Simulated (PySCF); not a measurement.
## Ionisation energy of Si+ by level of theory

Si+ [Ne] 3s2 3p1 (2P) → Si(2+) [Ne] 3s2 (1S), as a difference of total energies. All numbers are calculated (PySCF 2.14, the non-relativistic Hamiltonian (point nucleus), in def2-SVP). Correlated levels: valence: [Ne] frozen. The calculations carry no spin-orbit coupling.

```csv
method,ionisation energy (eV)
UHF,15.803
PBE,16.416
r2SCAN,16.499
MP2 (valence),15.963
SCS-MP2 (valence),15.944
CCSD (valence),16.058
CCSD(T) (valence),16.076
```

Q: How much does correlation contribute at CCSD(T) (valence)?

A: 16.076 − (15.803) = 0.273 eV, measured against UHF.

Errors of the correlated levels include the incompleteness of this basis and the frozen core.

For comparison: 16.322 eV (measured; NIST levels, between the centres of gravity of the two terms).
